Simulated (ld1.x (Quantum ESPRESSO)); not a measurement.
Ranking TM potentials for silicon

All share these settings but for the change named:

silicon, norm-conserving Troullier–Martins (Kleinman–Bylander form), made with ld1.x (Quantum ESPRESSO) 7.5 (PBE, scalar-relativistic). Core [Ne], reference 3s2 3p2. Waves: 3s (bound): rc 1.95 bohr; 3d channel at -0.15 Ry: rc 2.00 bohr; 3p (bound): rc 1.85 bohr. Local part: the p channel. Core correction: none.

Cutoff: the first of the cutoffs (Ry, on a coarse ladder) from which the occupation-weighted sum of valence levels, in a spherical-Bessel basis at the reference potential, stays within 10 and 1 mRy of its value at 400 Ry; the density cutoff is not measured.

The base gives 15 Ry.

Of 10 variants that were run, those that failed, showed a ghost or another fault, or gave nearly equal values are left out.

A variant can come out equal or close to the base.

(1) Rank these variants from softest to hardest (loose cutoff).
A. wave 3p (bound): rc 1.85 bohr becomes 3p (bound): rc 1.34 bohr
B. wave 3p (bound): rc 1.85 bohr becomes 3p (bound): rc 1.50 bohr
C. wave 3p (bound): rc 1.85 bohr becomes 3p (bound): rc 2.60 bohr
D. wave 3p (bound): rc 1.85 bohr becomes 3p (bound): rc 1.24 bohr

Results:

(1) C (15 Ry), B (30 Ry), A (55 Ry), D (80 Ry).
